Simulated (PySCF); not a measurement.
**[TaOF5]2-: computed shieldings and shifts**

[TaOF5]2-, [F5OTa]2-, point group C4v.

Bonds: Ta1-O2 1.783 Å, Ta1-F3 2.064 Å, Ta1-F4 1.973 Å, Ta1-F5 1.973 Å, Ta1-F6 1.973 Å, Ta1-F7 1.973 Å.

Total charge -2.

GIAO calculations in PySCF 2.14 on the PBE0-D3(BJ)/def2-SVP structure: isolated species, scalar relativity only through the core potential, equivalent atoms averaged; basis pcSseg-1 (def2-TZVP on Ta).

Question: Give the isotropic shieldings (ppm) with PBE0, wB97X-D.

Answer: 
| atoms | environment | PBE0 | wB97X-D |
| --- | --- | --- | --- |
| F4/F5/F6/F7 | fluorine bonded to Ta | 190.9 | 204.8 |
| F3 | fluorine bonded to Ta | 274.1 | 287.1 |
| O2 | oxygen bonded to Ta | -347.8 | -337.4 |
| HOMO–LUMO gap (eV) | – | 7.76 | 11.52 |

Question: And the chemical shifts, against references computed in the same way?

Answer: 
```json
{"atoms": "F4/F5/F6/F7", "nucleus, reference": "19F, CFCl3", "PBE0": "-13.7", "wB97X-D": "-17.6"}
{"atoms": "F3", "nucleus, reference": "19F, CFCl3", "PBE0": "-96.8", "wB97X-D": "-99.9"}
{"atoms": "O2", "nucleus, reference": "17O, H2O", "PBE0": "682.3", "wB97X-D": "670.6"}
```

Question: Which part of the shielding of F4/F5/F6/F7 depends on the functional?

Answer: Diamagnetic: PBE0 479, wB97X-D 480 ppm; paramagnetic: PBE0 -289, wB97X-D -275 ppm. The diamagnetic part, set mainly by inner electrons, hardly moves; the paramagnetic part goes with low-lying magnetically allowed excitations and carries the spread.

The ion is multiply charged and has no counter-ions or solvent here.

Ta is described by an effective core potential, so it has no shielding of its own here; spin–orbit effects on the atoms bonded to it, which can be large, are absent, and the values of these neighbours are rough. Unscaled 19F shifts against computed CFCl3 carry errors that often reach 10 to 50 ppm. Unscaled 17O shifts of doubly bonded oxygen tend to come out too high, by tens of ppm or more. Experimental scales use liquid or dissolved standards, which lie at an offset from isolated H2O (liquid H2O: subtract about 36 ppm).
